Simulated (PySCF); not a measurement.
## Stretching CaMg

Set-up: Ca x2c-SVPall, Mg x2c-SVPall; spin-free X2C with a Gaussian nucleus (PySCF 2.14). Energies in eV from Ca + Mg in their ground configurations at the same level. State: triplet, unpaired electrons σ ↑, π ↑, a second solution, started from another occupation.

All columns are PBE0. A positive dipole means Ca(−)Mg(+).

```tsv
R (Å)	E (eV)	μ (D)	Mulliken charge on Ca (basis-dependent)	HOMO (eV)	LUMO (eV)	Mayer bond order	⟨S²⟩
3.368	0.974	-3.00	0.24	-2.73	-2.42	1.03	2.02
3.524	1.071	-3.29	0.24	-2.64	-2.48	1.00	2.02
3.681	1.184	-3.58	0.24	-2.55	-2.53	0.95	2.01
3.799	1.273	-3.78	0.23	-2.49	-2.54	0.90	2.01
3.916	1.360	-3.96	0.23	-2.44	-2.53	0.84	2.01
4.034	1.444	-4.10	0.22	-2.38	-2.51	0.77	2.01
4.190	1.547	-4.23	0.21	-2.31	-2.45	0.68	2.00
4.386	1.658	-4.28	0.19	-2.23	-2.35	0.57	2.00
4.621	1.767	-4.21	0.17	-2.14	-2.23	0.45	2.00
4.934	1.877	-3.94	0.14	-2.02	-2.07	0.34	2.00
```

At some distances an empty level lies below a filled one, because the occupation is held.
